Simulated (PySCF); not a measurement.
benzenedithiol (C₆H₆S₂), singlet, geometry from GFN2-xTB. Base run: DF-M062X/def2-SV(P) in PySCF.

The PySCF input:
```python
from pyscf import gto, scf, dft

mol = gto.Mole()
mol.atom = '''
    S    -3.141169   -0.262647   -0.092957
    C    -1.381954   -0.098927   -0.045531
    C    -0.750859    1.100205   -0.346407
    C     0.627241    1.188264   -0.298051
    C     1.383098    0.077758    0.051492
    S     3.147836    0.139215    0.127717
    C     0.750433   -1.123790    0.352959
    C    -0.624279   -1.211633    0.304722
    H    -3.391638    0.994030   -0.456510
    H    -1.330370    1.970300   -0.619606
    H     1.109087    2.126179   -0.534008
    H     3.261283    1.419147   -0.223067
    H     1.342187   -1.984362    0.624151
    H    -1.119309   -2.141650    0.537780
'''
mol.basis = 'def2-sv(p)'
mol.charge = 0
mol.spin = 0
mol.verbose = 4
mol.build()

mf = dft.RKS(mol)
mf.xc = 'm062x'
mf = mf.density_fit(auxbasis='def2-universal-jkfit')
mf.kernel()
mf.analyze()
```

Variants of this job, named by their change:

```
change                                                                            ΔE vs base (µEh)  SCF cycles        outcome
--------------------------------------------------------------------------------  ----------------  ----------  -------------
base                                                                                           0.0          10      converged
init_guess = huckel                                                                            0.0          13      converged
damp = 0.5; diis_start_cycle = 5                                                               0.0          11      converged
conv_tol_grad = 1e-3                                                                           0.0          10      converged
level_shift = 0.1 (with mf.max_cycle = 100)                                                    0.0          10      converged
DIIS = EDIIS                                                                                     -          50  not converged
diis_space = 4                                                                                 0.0          11      converged
level_shift = 1.0 (with mf.max_cycle = 100)                                                    0.0          26      converged
conv_tol = 1e-12                                                                               0.0          19      converged
diis = off; damp = 0.3 (with mf.diis_start_cycle = 200; with mf.max_cycle = 150)               0.0          21      converged
diis = off; damp = 0.6 (with mf.diis_start_cycle = 200; with mf.max_cycle = 150)               0.0          23      converged
diis_space = 2                                                                                 0.0          21      converged
init_guess = sap                                                                               0.0          17      converged
```
